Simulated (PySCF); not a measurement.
Species: C6H11F3.
Numbering: `[CH3:1][CH:2]([CH3:3])[C@H:4]([CH3:5])[C:6]([F:7])([F:8])[F:9]` (hydrogens: H10, H11, H12 on C1; H13 on C2; H14, H15, H16 on C3; H17 on C4; H18, H19, H20 on C5)

Cartesian coordinates in Å at the PBE0-D3(BJ)/def2-SVP level; atoms count from 1:
```xyz
20
C6H11F3 angstrom
C      1.688    1.102    0.281
C      0.727    0.179   -0.463
C      1.171   -1.276   -0.345
C     -0.726    0.433   -0.009
C     -1.063   -0.086    1.384
C     -1.747   -0.067   -1.012
F     -1.497    0.389   -2.246
F     -1.794   -1.405   -1.091
F     -2.979    0.343   -0.686
H      2.712    0.984   -0.104
H      1.717    0.876    1.359
H      1.406    2.160    0.166
H      0.767    0.460   -1.529
H      2.188   -1.393   -0.749
H      1.200   -1.604    0.706
H      0.509   -1.959   -0.894
H     -0.877    1.527   -0.020
H     -1.032   -1.184    1.421
H     -0.351    0.302    2.126
H     -2.070    0.233    1.687
```

All values: PBE0/pcSseg-1 (PySCF, non-relativistic), on one gas-phase PBE0-D3(BJ)/def2-SVP geometry that isn't relaxed in the solvent. The solvent is an IEF-PCM continuum (van der Waals radii × 1.2). Specific hydrogen bonds and non-electrostatic terms are outside this model.

| run | E − E(gas) (kJ/mol) | HOMO (eV) | HOMO–LUMO gap (eV) | dipole (D) |
| --- | --- | --- | --- | --- |
| gas | 0.00 | -9.31 | 10.52 | 2.29 |
| P | -9.49 | -9.04 | 10.58 | 2.75 |
| Q | -8.25 | -9.07 | 10.57 | 2.69 |

The runs were made in acetone and tetrahydrofuran. Which run belongs to which solvent?

P = acetone, Q = tetrahydrofuran. The dielectric constants are 7.426 (tetrahydrofuran), 20.49 (acetone), and the energy falls further as ε rises. In this model the ground state sees the solvent through ε alone.

How constant is the ratio of the lowering to (ε − 1)/(2ε + 1)?

| solvent | (ε − 1)/(2ε + 1) | E − E(gas) (kJ/mol) | ratio (kJ/mol) | polarisation term (kJ/mol) |
| --- | --- | --- | --- | --- |
| tetrahydrofuran | 0.405 | -8.25 | -20.4 | -9.01 |
| acetone | 0.464 | -9.49 | -20.4 | -10.52 |

The ratio changes by +0.4 % in size from tetrahydrofuran to acetone. The polarisation term is half the interaction of the solute with the induced surface charges.
